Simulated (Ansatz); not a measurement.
C3H10BeSSi (SMILES C[Si](C)(C)[Be][SH]), singlet, geometry from GFN2-xTB (such geometries of metal compounds can be far from the true shape), with bond 15-7 at 2.4 times its length; Ansatz (a first-principles code) with CASSCF(4,5)/STO-3G.

Ansatz was given this input:
Ansatz 0.2 input:
```yaml
crystal:
  periodic: [false, false, false]
  atoms:
    - {symbol: Be, position_ang: [0.52038562, 1.12196191, 0.38157976]}
    - {symbol: S, position_ang: [1.04340352, 2.92844876, 0.74252032]}
    - {symbol: H, position_ang: [2.04420534, 2.82449202, 1.59303366]}
    - {symbol: Si, position_ang: [-0.30132473, -0.82820198, -0.21747420]}
    - {symbol: C, position_ang: [-2.18327177, -1.02210909, 0.10194128]}
    - {symbol: C, position_ang: [0.49045285, -2.32028328, 0.69133168]}
    - {symbol: C, position_ang: [-0.09200890, -1.24481285, -2.07858876]}
    - {symbol: H, position_ang: [-2.54919379, -1.99266849, -0.22163634]}
    - {symbol: H, position_ang: [-2.41615317, -0.92106885, 1.15766717]}
    - {symbol: H, position_ang: [-2.75256502, -0.26535848, -0.42951707]}
    - {symbol: H, position_ang: [0.35213591, -2.24652072, 1.76583299]}
    - {symbol: H, position_ang: [1.55889491, -2.37366963, 0.50481612]}
    - {symbol: H, position_ang: [0.05707825, -3.26365113, 0.37164581]}
    - {symbol: H, position_ang: [0.95608277, -1.27052723, -2.36122643]}
    - {symbol: H, position_ang: [-1.26023280, 0.53422553, -3.58268990]}
    - {symbol: H, position_ang: [-0.52020194, -2.21244909, -2.32542892]}
basis:
  gaussian:
    orbitals: STO-3G
hamiltonian:
  xc: hf
magnetization: {spin_polarized: false}
correlation: {active_space: {window: {electrons: 4, orbitals: 5}}}
```

Question: What does Ansatz print? Leave out banner, timings and long lists.

Answer: 
```
Functional definition: HF
598 factors; integrals over basis functions are off by at most 3.1e-4 eV
mean field evaluation 1: about -22063.0695 eV, gradient 2.7e1 eV
mean field evaluation 2: about -22063.8788 eV, gradient 2.7e1 eV
mean field evaluation 4: about -22068.8624 eV, gradient 4.2e0 eV
mean field evaluation 8: about -22068.9702 eV, gradient 3.4e-1 eV
mean field evaluation 16: about -22068.9713 eV, gradient 2.1e-6 eV
mean field -22068.97134982 eV, -811.0197382199 hartree, gradient 2.1e-6 eV, S^2 0.000000; 0 other end points of the search recorded, 0 dependent functions left out
reference -22068.97134982 eV, -811.0197382199 hartree; 31, 31 occupied and 17, 17 virtual orbitals, 598 factors
state -22074.31211005 eV, -811.2160075382 hartree
2 active orbitals were swapped for others, from the solution at -22074.26953337 eV, -811.2144428740 hartree to that at -22074.31211005 eV, -811.2160075382 hartree; typed "places" are swapped only where nearly empty or full, and so, without "given_window_search", are "orbital_numbers", "shells" and a window whose orbitals a file names under [Active]
1 active orbitals were swapped for others, from the solution at -22074.30905983 eV, -811.2158954448 hartree to that at -22074.31211005 eV, -811.2160075382 hartree; typed "places" are swapped only where nearly empty or full, and so, without "given_window_search", are "orbital_numbers", "shells" and a window whose orbitals a file names under [Active]
Total energy: -22074.31211005 eV, -811.2160075382 hartree
```
